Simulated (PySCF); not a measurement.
C₂H₆Se, charge +1, doublet, at a GFN2-xTB geometry (a state made from the parent by changing its charge; the spin is typed, not shown lowest); PBE0/STO-3G run with PySCF.

The PySCF input:
```python
from pyscf import gto, scf, dft

mol = gto.M(
    atom='''
C     1.43646973   -0.33192309    0.77233591
Se    0.01776368    0.16430934   -0.42584659
C    -1.49741081   -0.23176581    0.68859745
H     1.39335021   -1.40350688    0.97191605
H     2.39274490   -0.08971693    0.31358720
H     1.33371012    0.20249750    1.71688143
H    -1.44849712   -1.26424698    1.03489391
H    -2.41075515   -0.07687321    0.11817061
H    -1.49887155    0.42746234    1.55773464
''',
    basis='sto-3g',
    charge=1,
    spin=1,
    verbose=4,
)

mf = dft.UKS(mol)
mf.xc = 'pbe0'
mf.init_guess = 'vsap'
mf.kernel()
mf.analyze()
```

Question: Predict the main parts of the log of this PySCF run.

Answer: 
```
PySCF version 2.14.0

[INPUT] verbose = 4
[INPUT] num. atoms = 9
[INPUT] num. electrons = 51
[INPUT] charge = 1
[INPUT] spin (= nelec alpha-beta = 2S) = 1
[INPUT] symmetry False subgroup None
[INPUT] Mole.unit = angstrom
[INPUT] Symbol           X                Y                Z      unit          X                Y                Z       unit  Magmom
[...]
nuclear repulsion = 188.167032016226
number of shells = 20
number of NR pGTOs = 102
number of NR cGTOs = 34
basis = sto-3g
ecp = {}

******** <class 'pyscf.dft.uks.UKS'> ********
method = UKS
initial guess = vsap
damping factor = 0
level_shift factor = 0
DIIS = <class 'pyscf.scf.diis.CDIIS'>
diis_start_cycle = 1
diis_space = 8
diis_damp = 0
SCF conv_tol = 1e-09
SCF conv_tol_grad = None
SCF max_cycles = 50
direct_scf = True
direct_scf_tol = 1e-13
number electrons alpha = 26  beta = 25
XC library pyscf.dft.libxc version 7.1.2
    S. Lehtola, C. Steigemann, M. J. T. Oliveira, and M. A. L. Marques,  SoftwareX 7, 1–5 (2018)
XC functionals = pbe0
    C. Adamo and V. Barone,  J. Chem. Phys. 110, 6158 (1999)
    M. Ernzerhof and G. E. Scuseria,  J. Chem. Phys. 110, 5029 (1999)
radial grids:
    Treutler-Ahlrichs [JCP 102, 346 (1995); DOI:10.1063/1.469408] (M4) radial grids

becke partition: Becke, JCP 88, 2547 (1988); DOI:10.1063/1.454033
pruning grids: <function nwchem_prune>
grids dens level: 3
symmetrized grids: False
atomic radii adjust function: <function treutler_atomic_radii_adjust>
small_rho_cutoff = 0
Set gradient conv threshold to 3.16228e-05
tot grids = 107512

init E= -2452.66907176888
cycle= 1 E= -2452.68122789418  delta_E= -0.0122  |g|= 0.841  |ddm|= 2.41
cycle= 2 E= -2452.63579090742  delta_E= 0.0454  |g|= 0.884  |ddm|=  2.5
cycle= 3 E= -2453.20761937119  delta_E= -0.572  |g|= 0.0148  |ddm|= 1.44
cycle= 4 E= -2453.20807104337  delta_E= -0.000452  |g|= 0.00335  |ddm|= 0.0513
cycle= 5 E= -2453.20809810751  delta_E= -2.71e-05  |g|= 0.00134  |ddm|= 0.0116
cycle= 6 E= -2453.20810132965  delta_E= -3.22e-06  |g|= 0.000242  |ddm|= 0.00493
cycle= 7 E= -2453.20810144824  delta_E= -1.19e-07  |g|= 5.74e-05  |ddm|= 0.000906
cycle= 8 E= -2453.20810145703  delta_E= -8.79e-09  |g|= 1.15e-05  |ddm|= 0.000283
cycle= 9 E= -2453.20810145732  delta_E= -2.88e-10  |g|= 3.47e-06  |ddm|= 4.64e-05
Extra cycle  E= -2453.20810145734  delta_E= -2.23e-11  |g|= 1.63e-06  |ddm|= 8.49e-06
converged SCF energy = -2453.20810145734  <S^2> = 0.75198574  2S+1 = 2.0019848
**** SCF Summaries ****
Total Energy =                       -2453.208101457338216
Nuclear Repulsion Energy =             188.167032016225733
One-electron Energy =                -3787.007944487001623
Two-electron Energy =                 1145.632811013437731
Two-electron Coulomb Energy =         1245.821435683684967
DFT Exchange-Correlation Energy =     -100.188624670247250
**** MO energy ****
                             alpha | beta                alpha | beta
[...]
To work with the spin densities directly, `use mulliken_meta_spin()` only printing them here.

 ** Mulliken spin pop alpha/beta on meta-lowdin orthogonal AOs **
 ** Mulliken Spin Density (per AO)  **
spin_pop of  0 C 1s        0.00000
spin_pop of  0 C 2s       -0.00488
spin_pop of  0 C 2px      -0.01444
spin_pop of  0 C 2py       0.00397
spin_pop of  0 C 2pz      -0.01092
spin_pop of  1 Se 1s        0.00000
spin_pop of  1 Se 2s        0.00000
spin_pop of  1 Se 3s        0.00000
spin_pop of  1 Se 4s        0.01266
spin_pop of  1 Se 2px       0.00000
spin_pop of  1 Se 2py       0.00000
spin_pop of  1 Se 2pz       0.00000
spin_pop of  1 Se 3px       0.00001
spin_pop of  1 Se 3py       0.00049
spin_pop of  1 Se 3pz       0.00008
spin_pop of  1 Se 4px       0.02915
spin_pop of  1 Se 4py       0.78873
spin_pop of  1 Se 4pz       0.13003
spin_pop of  1 Se 3dxy     -0.00001
spin_pop of  1 Se 3dyz     -0.00001
spin_pop of  1 Se 3dz^2     0.00000
spin_pop of  1 Se 3dxz     -0.00006
spin_pop of  1 Se 3dx2-y2   -0.00003
spin_pop of  2 C 1s        0.00000
spin_pop of  2 C 2s       -0.00488
spin_pop of  2 C 2px      -0.01620
spin_pop of  2 C 2py       0.00469
spin_pop of  2 C 2pz      -0.00988
spin_pop of  3 H 1s        0.02452
spin_pop of  4 H 1s        0.00081
spin_pop of  5 H 1s        0.02043
spin_pop of  6 H 1s        0.02043
spin_pop of  7 H 1s        0.00081
spin_pop of  8 H 1s        0.02452
 ** Mulliken Spin Density (per atom)  **
spin density of  0 C =     -0.02627
spin density of  1 Se =      0.96104
spin density of  2 C =     -0.02627
spin density of  3 H =      0.02452
spin density of  4 H =      0.00081
spin density of  5 H =      0.02043
spin density of  6 H =      0.02043
spin density of  7 H =      0.00081
spin density of  8 H =      0.02452
 ** Mulliken pop alpha/beta on meta-lowdin orthogonal AOs **
 ** Mulliken pop       alpha | beta **
[...]
In total            26.00000 | 25.00000
 ** Mulliken atomic charges   ( Nelec_alpha | Nelec_beta ) **
charge of  0C =     -0.20287  (     3.08830      3.11457 )
charge of  1Se =      0.71099  (    17.12502     16.16398 )
charge of  2C =     -0.20286  (     3.08830      3.11457 )
charge of  3H =      0.11625  (     0.45414      0.42962 )
charge of  4H =      0.11670  (     0.44205      0.44125 )
charge of  5H =      0.11443  (     0.45300      0.43257 )
charge of  6H =      0.11442  (     0.45300      0.43258 )
charge of  7H =      0.11670  (     0.44205      0.44125 )
charge of  8H =      0.11624  (     0.45414      0.42962 )

WARN: System has nonzero charge 1; the dipole moment is origin-dependent.
Location of origin: [0. 0. 0.]

Dipole moment(X, Y, Z, Debye): -0.07212, -0.66704,  1.72877
```
